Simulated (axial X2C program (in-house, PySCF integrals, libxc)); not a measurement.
**NaY: from Re and ωe to a spectrum**

A bond curve at the PBE0 level, two-component, was computed with an in-house relativistic program for diatomic molecules (basis Y dyall-cv3z [11s12p9d6f3g], Na dyall-cv3z [9s8p5d2f] (cores contracted in-house)) for the state Ω = 1 (⟨Sz⟩ = -1.00, ⟨Lz⟩ = 2.00 at PBE0). Its fit gives Re = 3.6062 Å, ωe = 115.0 cm⁻¹, ωexe = 0.804 cm⁻¹ and αe = 5.779e-04 cm⁻¹; the masses are 88.9058 and 22.9898 u. Two-component means X2C with spin–orbit coupling and atomic mean-field Coulomb and Gaunt terms.

Find the reduced mass, Be and the force constant.

From the PBE0 values: μ = 18.2664 u. Be = 16.8576/(μ Re²) = 0.07097 cm⁻¹. k = 5.8918×10⁻⁷ μ ωe² = 0.142 mdyn/Å.

A Morse curve ties αe to the other constants (Pekeris). How well does that hold?

αe(Morse) = 6Be²/ωe × (√(ωexe/Be) − 1) = 6.216e-04 cm⁻¹; the PBE0 curve gives 5.779e-04 cm⁻¹, a ratio of 1.08.

Estimate the centrifugal constant by the Kratzer relation.

D = 4Be³/ωe² = 1.08e-07 cm⁻¹.

Where do the fundamental and the first overtone lie?

ν(1←0) = ωe − 2ωexe = 113.4 cm⁻¹; ν(2←0) = 2ωe − 6ωexe = 225.2 cm⁻¹.

The state is a single determinant with fixed occupations, the lowest that a limited PBE0 search found. Density functionals use the spin component along the axis (collinear). The functionals have no current-density term, which raises determinants with orbital currents, atoms included. With several unpaired electrons one determinant need not be a pure state. The lowest spin-free determinant has another configuration (M_S = 1, Λ = 1), so the order of states is uncertain and this need not be the ground state.
